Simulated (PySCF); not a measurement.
Two species compared at the same levels of theory.

First species: C8H13NSi.
Geometry (GFN2-xTB, Å), atoms numbered from 1 in this order:
```
atom  x, y, z in Å
C1     3.6275   -0.4064   -0.0693
C2     2.1809   -0.3366   -0.0421
C3     0.9800   -0.3178   -0.0145
C4    -0.4574   -0.2379   -0.0126
N5    -1.0047    1.1012   -0.1688
C6    -0.4064    2.2084    0.5324
C7    -0.2978    2.0843   -0.9384
C8    -1.1312   -0.8965    1.2158
C9    -2.3357   -1.5632    0.5283
Si10  -1.5367   -1.3354   -1.1897
H11    3.9475   -1.4346   -0.2409
H12    4.0413   -0.0618    0.8793
H13    4.0177    0.2208   -0.8719
H14    0.4850    2.0263    1.1241
H15   -1.1009    2.9195    0.9605
H16   -0.9134    2.7079   -1.5739
H17    0.6703    1.8249   -1.3544
H18   -0.4650   -1.6371    1.6576
H19   -1.3984   -0.1672    1.9807
H20   -3.2438   -0.9798    0.6615
H21   -2.5368   -2.5725    0.8800
H22   -2.2631   -0.5962   -2.2143
H23   -0.8636   -2.5232   -1.7196
```

Second species: C₇H₁₃OP.
Z-matrix (Å and degrees, GFN2-xTB geometry), rows numbered from 1:
```
C 
C   1  1.5199
C   2  1.5210  1  110.50
P   3  1.8362  2  108.04  1    60.01
O   4  1.4696  3  115.80  2    50.84
C   4  1.7987  3  112.91  2  -155.87
C   6  1.3457  4   68.13  3   102.36
C   7  1.4753  4  151.74  6  -172.47
C   8  1.5258  7  111.73  4   168.78
H   1  1.0891  2  110.90  3    60.62
H   1  1.0875  2  110.96  3  -178.53
H   1  1.0926  2  109.10  3   -59.05
H   2  1.0923  1  109.14  3   119.22
H   2  1.0927  1  110.52  3  -121.86
H   3  1.0891  2  112.37  1   -60.09
H   3  1.0935  2  111.10  1   177.12
H   6  1.0715  4  153.42  7   171.41
H   8  1.0948  7  108.62  4    46.97
H   8  1.0949  7  108.99  4   -69.16
H   9  1.0874  8  110.38  7    60.35
H   9  1.0873  8  110.26  7   -59.48
H   9  1.0874  8  110.36  7  -179.58
```

Levels: PBE0/pcSseg-1 for dipole moment, HOMO energy, LUMO energy and HOMO–LUMO gap; GFN2-xTB for rotational constant A and rotational constant C. Geometries: GFN2-xTB. Each structure is a single optimised conformer of the isolated species, non-relativistic unless stated; the electronic structure was computed with PySCF and density fitting.

Dipoles, sizes and rotational constants follow the conformer. The torsions of the flexible species, by atom-mapped SMILES:
- `[CH3:1][C:2]#[C:3][C@:4]1([N:5]2[CH2:6][CH2:7]2)[CH2:8][CH2:9][SiH2:10]1`: C3–C4–N5–C6 -42°
- `[CH3:1][CH2:2][CH2:3][P@@:4]1(=[O:5])[CH:6]=[C:7]1[CH2:8][CH3:9]`: C1–C2–C3–P4 60°, C2–C3–P4–O5 51°, C6–C7–C8–C9 0°

Values for the first species:

```
Dipole moment         : 1.24 D
HOMO energy           : -6.48 eV
LUMO energy           : 0.26 eV
HOMO–LUMO gap         : 6.74 eV
Rotational constant A : 1.464 GHz
Rotational constant C : 0.696 GHz
```

Question: Estimate the same properties for the second species, and the change in each.

Answer: 
| property | first | second | second less first |
| --- | --- | --- | --- |
| dipole moment | 1.24 D | 4.18 D | +2.94 D |
| HOMO energy | -6.48 eV | -7.01 eV | -0.53 eV |
| LUMO energy | 0.26 eV | -0.29 eV | -0.55 eV |
| HOMO–LUMO gap | 6.74 eV | 6.72 eV | -0.02 eV |
| rotational constant A | 1.464 GHz | 2.200 GHz | +0.736 GHz |
| rotational constant C | 0.696 GHz | 0.732 GHz | +0.036 GHz |

On the first: A dipole of 1.24 D is allowed in C1, and pure rotational transitions are dipole-allowed. The dipole matches unit charges of opposite sign 0.26 Å apart (1 e·Å = 4.8032 D).

On the second: A dipole of 4.18 D is allowed in C1, and pure rotational transitions are dipole-allowed. The dipole equals about 14.0 × 10⁻³⁰ C·m (1 D = 3.33564 × 10⁻³⁰ C·m).
